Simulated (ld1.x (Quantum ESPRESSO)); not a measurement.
What one change does to a pseudopotential (nickel (Ni), RRKJ)

```json
{
  "Element": "nickel (Ni)",
  "Generator": "ld1.x (Quantum ESPRESSO) 7.5",
  "Type": "norm-conserving RRKJ (Kleinman–Bylander form)",
  "Functional": "PBEsol",
  "Relativity": "scalar-relativistic",
  "Frozen core": "[Ne] 3s2",
  "Valence charge": "16",
  "Reference configuration": "3p6 3d8 4s2 4p0",
  "Partial waves": "4s (bound): rc 2.10 bohr; 3d (bound): rc 0.95 bohr; 3p (bound): rc 1.25 bohr",
  "Local potential": "the p channel",
  "Core correction": "a·sin(br)/r model core, default radius (core density twice the valence density)",
  "rho0": "0.001"
}
```

Change: wave 3p (bound): rc 1.25 bohr becomes 3p (bound): rc 1.10 bohr.

Cutoffs: the cutoffs (Ry, on a coarse ladder) from which the occupation-weighted sum of valence levels, in a spherical-Bessel basis at the reference potential, stays within 10 and 1 mRy of its value at 400 Ry; they do not see the model core or the augmentation charge, which bear on the density cutoff. Errors are all-electron minus pseudo energies relative to the spin-unpolarised reference configuration.

What does the change do?

The potential gets neither clearly harder nor softer (200 Ry and 260 Ry → 200 Ry and 260 Ry); both files keep a bound ghost (s); of the 7 tests that both files solve, the error grows in 0 and shrinks in 2 by more than 15 % and 0.3 meV (median size 49.2 → 49.2 meV).

| quantity | base | changed |
| --- | --- | --- |
| cutoff, loose | 200 Ry | 200 Ry |
| cutoff, tight | 260 Ry | 260 Ry |
| bound ghosts | s | s |
| error for 3p6 3d8 4s1 4p0, meV [ΔE 9.34 eV] | -7.7 | -7.7 |
| error for 3p6 3d8 4s0 4p0, meV [ΔE 26.60 eV] | -49 | -49 |
| error for 3p6 3d7 4s0 4p0, meV [ΔE 64.03 eV] | +82 | +83 |
| error for 3p6 3d8 4s0 4p1, meV [ΔE 15.05 eV] | -7.9 | +1.1 |
| error for 3p6 3d9 4s0 4p0, meV [ΔE 6.26 eV] | -141 | -140 |
| error for 3p6 3d6 4s0 4p0, meV [ΔE 121.55 eV] | +205 | +211 |
| error for 3p6 3d7 4s2 4p1, meV [ΔE 10.58 eV] | -15 | -5.8 |
| s: phases at 2.31 bohr within 0.05 rad from the reference energy up to (Ry; the scan ends near 5) | 3.9 | 3.9 |
| p: phases at 2.31 bohr within 0.05 rad from the reference energy up to (Ry; the scan ends near 5) | to the end of the scan | to the end of the scan |
| d: phases at 2.31 bohr within 0.05 rad from the reference energy up to (Ry; the scan ends near 5) | to the end of the scan | to the end of the scan |

Base: These tests converged, but a pseudo level misses the all-electron one widely, so the file describes the atom poorly there or has found another state: 3p6 3d6 4s0 4p0: empty 4s by 9.5 eV. Changed file: These tests converged, but a pseudo level misses the all-electron one widely, so the file describes the atom poorly there or has found another state: 3p6 3d6 4s0 4p0: empty 4s by 9.4 eV. A true bound ghost makes a file unfit for plane-wave use even where its test errors are small: the radial tests pick states by their node count and pass the ghost by.
